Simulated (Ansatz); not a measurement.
Born–Oppenheimer molecular dynamics of AlClF2 (4 atoms, charge 0, multiplicity 1). It starts from a relaxed structure.

Theory: RKS revPBE-D4/def2-SVP (Ansatz 0.2.0).

| Item | Value |
| --- | --- |
| ensemble | NVT, Nosé–Hoover chain |
| time step | 8 fs |
| steps asked | 40 |
| set temperature | 300 K |
| thermostat | time constant 100 fs, chain length 3 (defaults) |
| seed | 643372 |

First frame:

```xyz
4
Properties=species:S:1:pos:R:3
Al 0.000 0.000 0.034
Cl 0.000 0.000 2.121
F 1.440 0.000 -0.807
F -1.440 0.000 -0.807
```

**Question.** What does the run give?

**Answer.** All steps were run.

```yaml
steps_done: 40
time_covered: 320 fs
mean_temperature_over_the_second_half: 366 K
spread_of_the_potential_energy_over_the_second_half: 14.8 meV per atom
mean_potential_energy_of_the_second_half_above_the_start: 36.9 meV per atom
```

The conserved energy wandered by up to 26.4 meV per atom (net 11.4 meV per atom), which is poor conservation. The mean temperature of the second half is 22 % above the set value. A run of 0.32 ps of so small a system gives no equilibrium averages.

**Question.** What happens to the structure?

**Answer.** The same pairs are bonded in the first frame and the last. Pairs count as bonded within 1.25 times the sum of covalent radii (0.12 Å more for H–H). This is one draw of velocities; another would differ in detail.

**Question.** How do temperature and energy run in time?

**Answer.** 
```tsv
time (fs)	T (K)	potential energy less start (eV)	conserved less start (meV/atom)
0	300	0.000	0.00
24	93	0.082	6.88
48	117	0.071	5.15
72	185	0.084	10.88
96	286	0.045	4.33
120	111	0.121	8.71
144	289	0.072	2.25
168	213	0.157	11.66
192	516	0.056	0.68
216	332	0.156	9.69
240	250	0.186	10.09
264	344	0.230	26.39
288	649	0.102	14.19
312	338	0.160	10.14
```

Run time: 46 s on 1 thread of Arm Neoverse V2, with other jobs on the host, peak memory 0.1 GiB.
